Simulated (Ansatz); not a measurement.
Basis-set extrapolation for CH5FN2SSi (PBE0-D4/def2-TZVP geometry, frozen core, Ansatz). Multiplicity 1, RHF reference.

|  | def2-TZVPP | def2-QZVPP |
| --- | --- | --- |
| HF | -935.739819 | -935.771691 |
| MP2 correlation | -1.117151 | -1.206397 |
| CCSD(T) correlation | -1.208275 | not run |

Energies in hartree. Use E(X) = E(∞) + A·exp(−7.88·√X) for Hartree–Fock and E(X) = E(∞) + B·X^(−2.97) for correlation, with X = 3 and 4, and add CCSD(T) minus MP2 of the smaller set to the MP2 limit.

What is the CCSD(T) energy at the basis-set limit?

HF limit: -935.771691 + (-0.031872) × 0.13774 = -935.77608. MP2 limit: -1.206397 + (-0.089246) × 0.74074 = -1.27251. Higher-order term: -1.208275 − (-1.117151) = -0.09112. Total: -937.13971 hartree, 120.2 kcal/mol below CCSD(T)/def2-TZVPP.
